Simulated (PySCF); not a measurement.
Two species compared at the same levels of theory.

First species: C5H10O.
Atom-mapped SMILES: `[CH3:1][CH2:2][CH2:3][C:4]([CH3:5])=[O:6]` (hydrogens: H7, H8, H9 on C1; H10, H11 on C2; H12, H13 on C3; H14, H15, H16 on C5)

Second species: C5H3F3O2.
SMILES: `Oc1ccc(C(F)(F)F)o1`

Levels: PBE0/pcSseg-1 for dipole moment, HOMO energy, LUMO energy and HOMO–LUMO gap; GFN2-xTB for rotational constant A and rotational constant C. Geometries: GFN2-xTB. Each structure is a single optimised conformer of the isolated species, non-relativistic unless stated; the electronic structure was computed with PySCF and density fitting.

The conformers computed, where there is a choice (atom-mapped SMILES and torsion angles):
- `[CH3:1][CH2:2][CH2:3][C:4]([CH3:5])=[O:6]`: C1–C2–C3–C4 180°, C2–C3–C4–C5 180°
- `[OH:1][c:2]1[cH:3][cH:4][c:5]([C:6]([F:7])([F:8])[F:9])[o:10]1`: C4–C5–C6–F7 -120°, H–O1–C2–C3 180°

Which has the higher dipole moment?

The first: 2.77 D against 2.33 D, a difference of 0.44 D.

Which of the two has the higher rotational constant A, and by how much?

The first: 8.343 GHz against 2.992 GHz, a difference of 5.351 GHz.

Which of the two has the higher HOMO energy, and by how much?

The second: -6.71 eV against -7.18 eV, a difference of 0.47 eV.

Which has the higher LUMO energy?

The first: -0.25 eV against -0.35 eV, a difference of 0.10 eV.

Which has the higher HOMO–LUMO gap?

The first: 6.93 eV against 6.36 eV, a difference of 0.57 eV.

Which of the two has the higher rotational constant C, and by how much?

The first: 1.556 GHz against 0.756 GHz, a difference of 0.800 GHz.

On the first: A dipole of 2.77 D is allowed in Cs, and pure rotational transitions are dipole-allowed. In atomic units the dipole is 1.09 e·bohr (1 au = 2.5417 D).

On the second: A dipole of 2.33 D is allowed in Cs, and pure rotational transitions are dipole-allowed. In atomic units the dipole is 0.92 e·bohr (1 au = 2.5417 D).
